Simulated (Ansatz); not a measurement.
**Energy profile**

The step: SnH₄O ([OH][SnH3]) + SiH₄ → SnSiH₆ ([SiH3][SnH3]) + H₂O; bonds formed: Sn1–Si7, O2–H6; bonds broken: Sn1–O2, H6–Si7 (atoms numbered as in the saddle structure below).

```
atom    x (Å)    y (Å)    z (Å)
 Sn1  -0.7868  -1.2130  -0.5350
  O2   1.3208  -1.1279  -0.1865
  H3  -0.7190  -2.9208  -0.6640
  H4  -1.8107  -0.8002   0.7581
  H5  -1.0917  -0.5001  -2.0395
  H6   1.1209  -0.0475   0.1325
 Si7   0.2013   1.6583   0.4114
  H8   1.6961  -1.6879   0.5084
  H9   1.2052   2.6970   0.0151
 H10  -1.0707   2.0693  -0.2707
 H11  -0.0656   1.8727   1.8703
```

Electronic energies by CCSD(T) at an estimated basis limit (MP2 extrapolated from triple and quadruple zeta, plus CCSD(T) − MP2 in triple zeta), on PBE0-D4/def2-TZVP structures; SnSiH$_{8}$O, singlet; no counterpoise correction. Computed with Ansatz 0.2.0 (basis: def2-TZVPP and def2-QZVPP); correlated methods freeze the cores. Filled d shells of the heavier atoms are correlated. Core potentials replace the inner electrons of the atoms past krypton. The def2 sets are not built for correlating such inner shells, so the correlated values are less sure here. Extrapolation: Hartree–Fock as exp(−7.88 √X), correlation as X^−2.97.

Give the profile in kJ/mol, counted from the separated reactants. (To be estimated.)

Computed:
```json
{"point": "separated: SnH$_{4}$O (linked as [OH][SnH3]; Sn1, O2, H3, H4, H5, H8; singlet) + SiH$_{4}$ (H6, Si7, H9, H10, H11; singlet)", "kJ/mol": "0.0"}
{"point": "start structure", "kJ/mol": "-5.9"}
{"point": "saddle", "kJ/mol": "163.5"}
{"point": "end structure", "kJ/mol": "-27.6"}
{"point": "separated: SnSiH$_{6}$ (linked as [SiH3][SnH3]; Sn1, H3, H4, H5, Si7, H9, H10, H11; singlet) + H$_{2}$O (O2, H6, H8; singlet)", "kJ/mol": "-13.2"}
```

T1 diagnostic: at most 0.015.

For scale, one of the runs: CCSD(T)/def2-TZVPP, 235 basis functions, launched by `ansatz run in.yaml --threads 4 --pin off --events-out ev --progress --plain --max-ram 9574MiB`. The run took 3.5 min on 4 CPU threads of an Arm Neoverse N1 (shared host), with 4.5 GiB of host memory at its peak.
